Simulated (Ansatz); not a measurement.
Species, as SMILES: [C](Cl)Cl (closed-shell singlet).
Atoms: Cl1, C2, Cl3. Bonds: Cl1-C2, C2-Cl3.

Basis-set convergence of the optimised Cl1-C2 bond length at PBE with Ansatz (an electronic-structure program). Cartesian d functions, on some or all atoms, in 6-31G**, 6-31+G*, 6-311G**, 6-311+G**; all else is spherical. The program fits the integrals of some runs and decomposes those of others, by size. No added dispersion term, no relativity. Reference: the value in def2-QZVPPD, 1.7317 Å, itself unsure by roughly 0.0011 Å (its mean distance from pcseg-3, def2-QZVPP, cc-pV(Q+d)Z). Deviations are taken from unrounded values.

```json
[
 {"basis": "STO-3G", "functions": "23"},
 {"basis": "3-21G", "functions": "35"},
 {"basis": "6-31G", "functions": "35"},
 {"basis": "6-31G**", "functions": "53"},
 {"basis": "6-31+G*", "functions": "65"},
 {"basis": "6-311G**", "functions": "72"},
 {"basis": "6-311+G**", "functions": "84"},
 {"basis": "6-311++G(2d,2p)", "functions": "97"},
 {"basis": "6-311++G(3df,3pd)", "functions": "133"}
]
```

Question: Which is the smallest Pople set listed that can be trusted to 0.005 Å here, that is, within that of the reference together with its larger relatives (same family, alike in diffuse functions; a set with none to test it counts only in the reference's own line)?

Answer: Of the sets listed that have larger relatives (same family, alike in diffuse functions), none stays within 0.005 Å of the reference together with them. Inside, with no larger relative to test it: 6-311++G(3df,3pd). Value minus reference: STO-3G 0.1306, 3-21G 0.1629, 6-31G 0.1369, 6-31G** 0.0326, 6-31+G* 0.0254, 6-311G** 0.0264, 6-311+G** 0.0206, 6-311++G(2d,2p) 0.0134, 6-311++G(3df,3pd) -0.0004 Å.
